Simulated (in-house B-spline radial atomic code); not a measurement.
# P III (P2+): [Ne] 3s2 3p1

Method: non-relativistic PBE, spin-polarised, spherical fractional occupations, point nucleus. Calculated with an all-electron radial atomic-structure program (B-spline basis).

Z_r = [3n² - l(l+1)]/(2<r>); Z_e = n√(-2ε); the last column is Slater's effective charge. Values are occupation-weighted means over spin.

```tsv
shell	electrons	ε (eV)	<r> (bohr)	Z_r	Z_e	Slater
1s	2	-2101.9	0.104	14.43	12.43	14.70
2s	2	-196.53	0.521	11.52	7.60	10.85
2p	6	-148.04	0.4848	10.31	6.60	10.85
3s	2	-33.77	1.747	7.73	4.73	5.50
3p	1	-24.878	1.964	6.37	4.06	5.50
```

The least bound orbital is 3p up at -24.88 eV, and it is also the most diffuse (<r> = 1.964 bohr).

The density falls to 0.001 bohr⁻³ at 3.457 bohr; Σ<r²> = 13.916 bohr² gives, by the non-relativistic formula and without the paramagnetism of open shells, a Langevin diamagnetic susceptibility of -11.02×10⁻⁶ cm³/mol.
